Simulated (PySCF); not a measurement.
## Distorted geometries of [Er(NH3)]3+

[Er(NH3)]3+ (singlet in the valence; each metal's 4f electrons, 11 of them, lie in its core potential, out of spins and levels). PySCF 2.14.0, RKS PBE, Er lcecp-1-SVP with ECP57, N def2-SVP, H def2-SVP; non-relativistic Hamiltonian with scalar-relativistic core potentials where named; density fitting; no spin-orbit coupling. Relaxed geometry:

```xyz
5

Er    0.0000    0.0000   -0.1244
N     0.0000    0.0000    2.1659
H     0.9519    0.0000    2.6315
H    -0.4760    0.8244    2.6315
H    -0.4759   -0.8244    2.6315
```

Q: Order these distorted geometries by energy above the relaxed one, lowest first.
A.
```xyz
5

Er    0.1533   -0.0790    0.1521
N    -0.2250    0.1283    2.2884
H     0.9670   -0.0813    2.5213
H    -0.4590    0.8296    2.5171
H    -0.4363   -0.7976    2.4570
```
B.
```xyz
5

Er    0.1417   -0.1650   -0.2124
N     0.0734    0.1633    2.1585
H     0.9098   -0.0808    2.5692
H    -0.7097    0.9058    2.6026
H    -0.4152   -0.8232    2.8180
```
C.
```xyz
5

Er   -0.0087   -0.0384   -0.1290
N     0.0175    0.0322    2.1447
H     0.9772    0.0319    2.6604
H    -0.5297    0.8342    2.6003
H    -0.4563   -0.8600    2.6595
```

A: C (0.10 eV), B (1.44 eV), A (4.49 eV).

Q: Which forces (eV/Å) act in the one that lies 1.44 eV up?

A: 
```
Er  -0.06  0.27  0.95
N   -7.64 -2.30 -0.54
H    4.12  0.75  2.37
H    2.83 -1.19 -0.62
H    0.76  2.48 -2.16
```
Forces carry noise of the integration grid, about 0.01 to 0.03 eV/Å.

An lcecp potential fixes the number of 4f electrons, so in runs with it no electron can move into or out of that shell.
